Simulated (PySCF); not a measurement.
Identify the unknown among the candidates.

All candidates are C6H11N.

| technique | computed result |
| --- | --- |
| Polarisability | 84.1 au [CAM-B3LYP/def2-SVPD] |
| Dipole | 2.18 D [CAM-B3LYP/def2-SVPD] |
| UV, first state | lowest singlet excitation: 5.19 eV (239 nm, f = 0.002) [TDDFT CAM-B3LYP/def2-SVPD] |
| Rotational structure | rotational constants A, B, C: 6.270, 1.240, 1.107 GHz [PBE0-D3(BJ)/def2-SVP] |
| UV, strongest line | among the 6 lowest singlet transitions: S6 at 7.43 eV (167 nm, f = 0.562) [TDDFT CAM-B3LYP/def2-SVPD] |

The electronic properties come from PySCF, for the isolated species, density fitting. Levels stand in brackets. Isolated species at its PBE0-D3(BJ)/def2-SVP geometry (one conformer only).

Problem. Which candidate is it?
A. `CC(C)=NC1CC1`
B. `C=CCN=C(C)C`
C. `C1CC(N2CC2)C1`

Solution. B. It is `C=CCN=C(C)C`. Numbering: `[CH2:1]=[CH:2][CH2:3][N:4]=[C:5]([CH3:6])[CH3:7]`. Its formula, C6H11N, gives 2 degrees of unsaturation: 0 rings and 2 π bonds in the structure found. The optimised geometry has point group C1 and is an asymmetric top.

The others, at the same levels:
- `CC(C)=NC1CC1` fails: its computed strongest line among the 6 lowest singlet transitions is S2 at 6.79 eV (183 nm, f = 0.502) (against S6 at 7.43 eV), static isotropic polarisability is 82.2 au (against 84.1 au) and rotational constant A is 5.855 GHz (against 6.270 GHz).
- `C1CC(N2CC2)C1` fails: its computed lowest singlet excitation is 6.88 eV (180 nm, f = 0.042) (against 5.19 eV), static isotropic polarisability is 76.3 au (against 84.1 au) and rotational constant A is 6.909 GHz (against 6.270 GHz).

Each candidate is one conformer, not necessarily the lowest. Dipoles, sizes and rotational constants follow the conformer. The torsions of the flexible species, by atom-mapped SMILES:
- `[CH2:1]=[CH:2][CH2:3][N:4]=[C:5]([CH3:6])[CH3:7]`: C1–C2–C3–N4 138°, C2–C3–N4–C5 -152°
- `[CH3:1][C:2]([CH3:3])=[N:4][CH:5]1[CH2:6][CH2:7]1`: C2–N4–C5–C6 147°
- `[CH2:1]1[CH2:2][CH:3]([N:4]2[CH2:5][CH2:6]2)[CH2:7]1`: C2–C3–N4–C5 93°
